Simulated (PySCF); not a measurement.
## Vibration and rotation of SrLi

ROHF-CCSD(T) constants of SrLi, ²Σ⁺ (doublet), unpaired electrons σ ↑ (basis Sr x2c-SVPall, Li x2c-SVPall; spin-free X2C with a Gaussian nucleus; PySCF 2.14; masses 87.9056 and 7.0160 u):

| Property | Result |
| --- | --- |
| ωe | 157.2 cm⁻¹ |
| ωexe | 2.08 cm⁻¹ |
| Be | 0.18981 cm⁻¹ |
| αe | 0.00332 cm⁻¹ |
| D (centrifugal) | 1.11e-06 cm⁻¹ |
| De to Sr + Li | 0.246 eV |

Question: Give the vibrational terms G(v) and spacings up to v = 6.

Answer: G(v) = ωe(v+½) − ωexe(v+½)².

| v | G(v) (cm⁻¹) | G(v) − G(v−1) | Bv (cm⁻¹) |
| --- | --- | --- | --- |
| 0 | 78 |  | 0.1882 |
| 1 | 231 | 153 | 0.1848 |
| 2 | 380 | 149 | 0.1815 |
| 3 | 525 | 145 | 0.1782 |
| 4 | 665 | 141 | 0.1749 |
| 5 | 802 | 136 | 0.1716 |
| 6 | 934 | 132 | 0.1682 |

Question: How well does the Morse estimate ωe²/(4ωexe) reproduce De, and what is D0?

Answer: It gives 0.368 eV, 150 % of the computed De. D0 = De − G(0) = 0.246 − 0.010 = 0.236 eV.

Correlated steps freeze 9 core orbitals. The bond is weak. Basis-set superposition, not corrected here, can be much of De in a small basis, most of all at correlated wavefunction levels. Spin–orbit coupling is left out. The state is the lowest determinant that a PBE0 search found; another state may lie lower at other levels.
